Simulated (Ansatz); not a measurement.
`[OH][GeH2][O][SiH3]` → `[OH][GeH]` + `O[SiH3]`  (germylene formation by 1,1-elimination)

Calculated with Ansatz (gas phase, PBE0-D4/def2-TZVP geometries, no zero-point term in ΔE). CCSD(T)/CBS adds triple-zeta CCSD(T) − MP2 to the extrapolated MP2 energy (def2 sets, frozen cores). DFT in def2-TZVPP. B3LYP here is the variant with VWN-RPA as its local correlation; programs differ in this. For Ge outer-core shells are correlated without core-valence functions, which leaves a few kJ/mol of doubt a bond. Scalar relativity is left out up to krypton. Each species was taken in one conformer, which may not be the lowest.

```csv
level,ΔE (kcal/mol),difference from CCSD(T)/CBS
PBE-D4,33.4,-4.6
r2SCAN-D4,39.7,1.7
PBE0-D4,38.1,0.1
B3LYP-D4,34.1,-3.9
ωB97M-V,36.0,-2.0
B3LYP,30.8,-7.2
CCSD(T)/def2-TZVPP,40.5,2.5
SCS-MP2/def2-QZVPP,40.4,2.4
HF/CBS(def2),39.4,1.4
MP2/CBS(def2),40.9,2.9
CCSD(T)/CBS,38.0,0
```

Largest T1 diagnostic among the species: 0.016.

From PBE to PBE0 (25 % exact exchange), in def2-TZVPP and without D4, ΔE moves by +4.9 kcal/mol. In def2-TZVPP, CCSD(T) changes the Hartree–Fock value by +1.2 kcal/mol (the triples alone add +0.2 kcal/mol) and MP2 by +4.0 kcal/mol.
